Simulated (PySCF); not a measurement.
Calculated properties of `[SiH3]N([SiH3])[SiH2]P`

Species: H10NPSi3.
Structure used (GFN2-xTB), in Å, numbered top down from 1:
```xyz
15
H10NPSi3 angstrom
Si    -1.881   -1.173   -0.244
N     -0.551   -0.061   -0.042
Si    -0.737    1.601    0.475
Si     1.019   -0.708   -0.405
P      2.547    0.900   -0.169
H     -3.106   -0.457    0.084
H     -1.673   -2.311    0.654
H     -1.882   -1.638   -1.632
H     -2.168    1.819    0.662
H     -0.200    2.489   -0.556
H     -0.022    1.773    1.744
H      1.262   -1.867    0.467
H      1.064   -1.156   -1.804
H      3.612    0.065   -0.449
H      2.710    0.733    1.193
```

GFN2-xTB geometry:

| Item | Value |
| --- | --- |
| Rotational constants A, B, C of the GFN2-xTB geometry | 2.937, 1.191, 0.878 GHz |

PBE0/def2-SVPD ground state and vertical TDDFT (core frozen in the response) (PySCF):

| Property | Result |
| --- | --- |
| Dipole moment | 0.48 D |
| HOMO energy | -7.42 eV |
| LUMO energy | -0.45 eV |
| HOMO–LUMO gap | 6.97 eV |
| Lowest singlet excitation | 5.71 eV (217 nm, f = 0.004) |
| Lowest triplet excitation (Tamm–Dancoff) | 5.32 eV |
| Static isotropic polarisability | 112.0 au |
| Electronic spatial extent ⟨r²⟩ about the centre of nuclear charge | 1327 bohr² |

From PBE0/pcSseg-1 ground state and GIAO shieldings, non-relativistic (PySCF):

| Item | Value |
| --- | --- |
| Lowest Hirshfeld atomic charge | -0.35 e on N2 |
| Highest Hirshfeld atomic charge | +0.35 e on Si1 |
| 1H chemical shifts (computed TMS as zero) by class | 5.39 (H12/H13), 4.84 (H6/H7/H8/H9/H10/H11), 1.29 (H14/H15) ppm |
| Isotropic shieldings of nuclei other than C and H, by class | 280 (N2), 378 (Si4), 392 (Si1/Si3), 620 (P5) ppm |
| Mayer bond orders between heavy atoms | Si1–N2 0.89, N2–Si3 0.87, N2–Si4 0.91, Si4–P5 1.00 |

Monoisotopic mass from the formula: 138.9859 u.

The rotational constants make it an asymmetric top with κ = (2B − A − C)/(A − C) = -0.70, nearer the prolate limit (−1). S1 lies 1.26 eV below the HOMO–LUMO gap; its leading configuration is HOMO→LUMO, weight 0.86. No computed singlet falls in the visible range (750 to 380 nm, 1.65 to 3.26 eV); S1 lies 2.45 eV above its blue end. The largest Löwdin shares of the HOMO are 0.32 on N2, 0.20 on P5, 0.11 on Si4 and 0.07 on H12.

Geometry: GFN2-xTB, one conformer, isolated molecule. NMR classes are plain means over equivalent atoms (diastereotopic ones count apart unless rotation or inversion swaps them), as if these changed places fast; in this geometry the members of some classes differ.
